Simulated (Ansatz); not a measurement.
Computed with Ansatz on PBE0-D4/def2-TZVP structures; ΔE is electronic, products minus reactants. CBS: MP2 limit from def2 TZ/QZ plus the TZ coupled-cluster correction, frozen cores. Functionals use def2-TZVPP. HSE06 is defined as in plane-wave codes. def2 core potentials past Kr. For In outer-core shells are correlated without core-valence functions, which leaves a few kJ/mol of doubt a bond. One conformer a species, not always the lowest.

Reaction (redistribution): `F[SiH2][InH2]` + `BCN[SiH3]` → `B[SiH2][InH2]` + `FCN[SiH3]`

```tsv
species	HSE06 energy (Eh)
`F[SiH2][InH2]`	-581.72376
`BCN[SiH3]`	-411.75309
`B[SiH2][InH2]`	-507.86512
`FCN[SiH3]`	-485.55902
```

(1) Work out ΔE.

Largest T1 diagnostic among the species: 0.015.

Answers

(1) ΔE = (-507.86512) + (-485.55902) − (-581.72376) − (-411.75309) = 0.05271 Eh = +138.4 kJ/mol. CCSD(T)/CBS gives +154.7 kJ/mol.

In def2-TZVPP, CCSD(T) changes the Hartree–Fock value by −66.7 kJ/mol (the triples alone add −12.7 kJ/mol) and MP2 by −62.7 kJ/mol. From BLYP to BHLYP (50 % exact exchange), in def2-TZVPP and without D4, ΔE moves by +31.0 kJ/mol.
